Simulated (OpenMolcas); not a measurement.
Computed levels of Cl VII

| Quantity | Value |
| --- | --- |
| Program | OpenMolcas |
| Method | CASSCF |
| Basis | ANO-RCC-VQZP [6s5p3d2f1g] |
| Scalar Hamiltonian | DKH2, point nucleus |
| Active space | 1 electron in 4 orbitals (3s 3p) |
| State averaging | 2S+1 = 2 even, 1 root; 2S+1 = 2 odd, 3 roots |
| Spin-orbit coupling | state interaction with AMFI integrals over the reference wave functions, term energies averaged over their components |

With spin-orbit coupling, above the lowest level:

| Configuration | Term | J | E (cm⁻¹) | Measured (cm⁻¹) | Term weight % |
| --- | --- | --- | --- | --- | --- |
| 3s | ²S | 1/2 | 0.0 | 0.0 | 100 |
| 3p | ²P° | 1/2 | 123048 | 123001 | 100 |
| 3p | ²P° | 3/2 | 124745 | 124891 | 100 |

Against the 2 measured excited levels shown (Moore, Atomic Energy Levels, vol. I, NSRDS-NBS 35 (1971 reprint of NBS Circular 467, 1949)) the mean absolute deviation is 96 cm-1; the largest miss in energy is 3p ²P°_3/2: computed 124745, measured 124891 cm⁻¹ (-0.1 %).

With one active electron the reference holds no correlation, so core polarisation is missing. Computed and measured levels are paired by configuration, term and J; levels that our copy of the source lacks, or whose pairing is in doubt (as where it misses far off the trend of its configuration), stay unpaired and out of the deviations. Levels of configurations outside the active space are missing.

The term weight is that of the spin-free term in the level, not the purity of its configuration. ° marks odd parity.
